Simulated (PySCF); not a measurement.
A GIAO shielding run with PySCF 2.14 (density fitting, non-relativistic, gas phase) on `C=CCC[Si](C)(C)CF`, C₇H₁₅FSi:

```
$ OMP_NUM_THREADS=1 python probes_run.py task.json out

{"job": {"kind": "nmr", "xc": "PBE0", "basis": "pcSseg-1"}, "charge": 0, "multiplicity": 1}
C      3.904622    -0.585035     0.003458
C      2.910144     0.021652     0.623455
C      1.478537    -0.402169     0.546435
C      0.638489     0.652737    -0.181984
Si    -1.207812     0.170576    -0.290270
C     -2.019301     0.224029     1.433053
C     -1.437635    -1.529376    -1.119885
C     -2.094165     1.485667    -1.391905
F     -3.452327     1.223786    -1.425206
H      3.741608    -1.466748    -0.595240
H      4.921299    -0.235646     0.068263
H      3.098230     0.909116     1.214972
H      1.403567    -1.355703     0.022742
H      1.085746    -0.536252     1.557050
H      1.058370     0.797030    -1.179036
H      0.748344     1.605643     0.338856
H     -1.809544     1.160722     1.942828
H     -1.663488    -0.582763     2.066965
H     -3.098347     0.128994     1.354476
H     -1.126766    -2.335886    -0.462374
H     -0.859392    -1.610365    -2.036472
H     -2.480249    -1.696947    -1.374565
H     -1.992747     2.503749    -1.009817
H     -1.758920     1.472952    -2.431311
```

Hardware: 1 thread of an Arm Neoverse N1, shared host. The job also computes population analyses, field gradients.

Task: How large is the calculation?

Result: 80 electrons, 235 basis functions and 1237 auxiliary functions.

Task: How long does it take, and how much memory does it need?

Result: 99 s of wall time, with 13 SCF cycles and 4 response iterations; peak memory 1.1 GiB. Times on a shared host scatter by some tens of per cent.
